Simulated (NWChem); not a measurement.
System: C5H2FN; SMILES C#C/C=C(/F)C#N

The following NWChem deck was run.

```
start job
memory heap 200 mb stack 900 mb global 1100 mb
geometry units angstroms noautoz
  C      0.221189    -2.807156     0.000000
  C     -0.344977    -1.718995     0.000000
  C     -1.025481    -0.482438     0.000000
  C     -0.410729     0.734339     0.000000
  F     -1.138210     1.860305     0.000000
  C      1.004967     0.941140     0.000000
  N      2.163078     1.135193     0.000000
  H      0.732414    -3.760206     0.000000
  H     -2.129394    -0.474014     0.000000
end
basis spherical
  * library 6-31g*
end
dft
  xc b3lyp
  iterations 150
  mulliken
end
task dft energy
```

Geometry: optimised at PBE-D3(BJ)/def2-SVP. B3LYP is NWChem's, with the RPA form of VWN correlation.

Problem. Predict the main results of this run. (B3LYP/6-31G* (spherical d).) Quantities: energy (Ha); highest occupied level (eV); orbital gap (eV); dipole (D).

Solution. The energy (Ha) is -346.19. The highest occupied level (eV) is -7.08. The orbital gap (eV) is 4.73 and the dipole (D) is 3.21.
